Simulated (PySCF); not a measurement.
CH8N2OSi, SMILES CN[Si@@H](N)O. Atoms are numbered in the order given.

```xyz
13

C      2.0500    -0.5758     1.1112
N      1.1737     0.1881     0.2477
Si    -0.5248    -0.0120     0.0519
N     -1.1385     1.5182    -0.4215
O     -1.0855    -1.0105    -1.1721
H      1.4528    -1.1021     1.8733
H      2.7639     0.0700     1.6548
H      2.6424    -1.3440     0.5760
H      1.6570     0.7404    -0.4553
H     -0.9651    -0.6270     1.3437
H     -2.0187     1.5974    -0.9180
H     -0.8819     2.3703     0.0624
H     -1.1652    -1.9417    -0.9376
```

Coordinates come from a B3LYP-D3(BJ)/def2-SVP optimisation. The structure was generated by enumeration; whether it is a known compound was not checked. The values are those of a single conformer.

Computed with B3LYP-D3(BJ)/def2-SVP (PySCF).

Frequencies are harmonic and unscaled.

Computed normal modes with their intensities:
```csv
mode,ν (cm⁻¹),IR (km/mol),moving atoms (share of kinetic energy)
1,82,3.3,"N 30 %, H 28 %, C 24 %, O 15 %"
2,148,3.1,H 92 %
3,196,13.7,"H 51 %, N 26 %, Si 11 %, C 8 %"
4,225,20.3,"H 50 %, N 20 %, O 11 %, C 10 %, Si 8 %"
5,259,12.2,"H 61 %, N 18 %, O 12 %"
6,293,22.3,"H 32 %, O 25 %, N 25 %, Si 16 %"
7,304,206.7,"H 79 %, N 14 %"
8,371,23.6,"H 74 %, N 15 %"
9,409,34.7,"N 28 %, Si 25 %, H 20 %, C 17 %, O 9 %"
10,500,103.1,"H 82 %, N 14 %"
11,726,53.8,"H 58 %, N 24 %, Si 10 %"
12,769,123.9,"H 45 %, N 19 %, O 17 %, Si 17 %"
13,793,22.3,"H 74 %, O 13 %, N 11 %"
14,838,62.4,"H 57 %, N 31 %"
15,877,107.4,"H 41 %, O 31 %, Si 20 %"
16,924,276.2,"H 46 %, Si 33 %, N 19 %"
17,973,153.6,"H 61 %, Si 28 %"
18,1095,23.1,"H 82 %, C 11 %"
19,1144,2.0,"H 75 %, C 19 %"
20,1161,121.0,"N 42 %, C 33 %, H 23 %"
21,1402,88.5,"H 63 %, N 25 %, C 10 %"
22,1452,14.7,"H 86 %, C 14 %"
23,1466,3.8,H 96 %
24,1503,4.6,H 95 %
25,1526,66.4,"H 88 %, N 12 %"
26,2180,188.1,H 97 %
27,2975,105.5,H 96 %
28,3032,55.3,"H 91 %, C 9 %"
29,3093,22.0,"H 91 %, C 9 %"
30,3583,13.9,H 93 %
31,3593,30.3,H 96 %
32,3694,27.7,"H 91 %, N 9 %"
33,3882,65.6,H 94 %
```
